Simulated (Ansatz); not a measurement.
Species: GaCl2, net charge 1, singlet state. It need not be the lowest isomer of its formula. 
Coordinates optimised at B3LYP-D3(BJ)/def2-TZVP (Ansatz, a quantum-chemistry and plane-wave program):
SMILES: [Cl][Ga+][Cl]
```xyz
3

Ga     0.0000     0.0000     0.0000
Cl     0.0000     0.0000    -2.0381
Cl     0.0000     0.0000     2.0381
```
Charge +1, spin multiplicity 1.

Task: Give the harmonic wavenumbers at B3LYP-D3(BJ)/def2-TZVP (Ansatz, finite differences of forces, unscaled).

Result: 109, 109, 408, 591 cm⁻¹. Zero-point energy 1.7 kcal/mol.

Task: From these and the geometry, give the ideal-gas thermochemistry at 298.15 K and 1 atm (rigid rotor, harmonic oscillator).

Result: Point group D∞h, rotational symmetry number 2. Rotational constants 1.716, 1.716 GHz. S(trans) 40.73, S(rot) 16.89, S(vib) 7.96, S(elec, spin only) 0.00, S 65.6 cal/(mol K). H(298) - H(0) 3.27 kcal/mol; G - E(el) -14.5 kcal/mol.
